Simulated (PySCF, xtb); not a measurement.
C4H7FSi, SMILES C=C/C=C(\F)[SiH3]. Atoms are numbered in the order given.

```xyz
13

C      0.5150    -3.1673     0.0000
C     -0.1799    -2.0231     0.0000
C      0.4450    -0.6973     0.0000
C     -0.2319     0.4605     0.0000
F     -1.5892     0.4331     0.0000
Si     0.5026     2.1950     0.0000
H      1.6107    -3.1701     0.0000
H      0.0128    -4.1388     0.0000
H     -1.2744    -2.0446     0.0000
H      1.5383    -0.6404     0.0000
H      0.0520     2.9352    -1.2116
H      1.9856     2.0589     0.0000
H      0.0520     2.9352     1.2116
```

Coordinates come from a ωB97X-D3(BJ)/def2-SVP optimisation. The structure was generated by enumeration; whether it is a known compound was not checked. The values are those of a single conformer.

Method: IEF-PCM-ωB97X/def2-SVP (PySCF).

The values are the electrostatic part of the solvation free energy, E(continuum) − E(gas) at the gas-phase geometry, in a cavity of scaled van der Waals radii (PySCF's table); cavitation and dispersion terms are not included. In vacuum the orbital gap is 9.95 eV. The dipole moment in vacuum is 1.25 D.

Q: Estimate the values in water (ε = 78.36), cyclohexanone (ε = 15.62), dichloromethane (ε = 8.93). (Estimate from the structure and the level; the computed values follow.)

A: 
```json
[
 {"solvent": "water", "ε": "78.36", "ΔG(elec) (kcal/mol)": "-2.1", "dipole (D)": "1.71", "gap (eV)": "9.97"},
 {"solvent": "cyclohexanone", "ε": "15.62", "ΔG(elec) (kcal/mol)": "-1.9", "dipole (D)": "1.66", "gap (eV)": "9.97"},
 {"solvent": "dichloromethane", "ε": "8.93", "ΔG(elec) (kcal/mol)": "-1.8", "dipole (D)": "1.62", "gap (eV)": "9.97"}
]
```

For comparison, GFN2-xTB/ALPB(water) (xtb, at the GFN2-xTB geometry, all terms of that model) gives -1.0 kcal/mol.
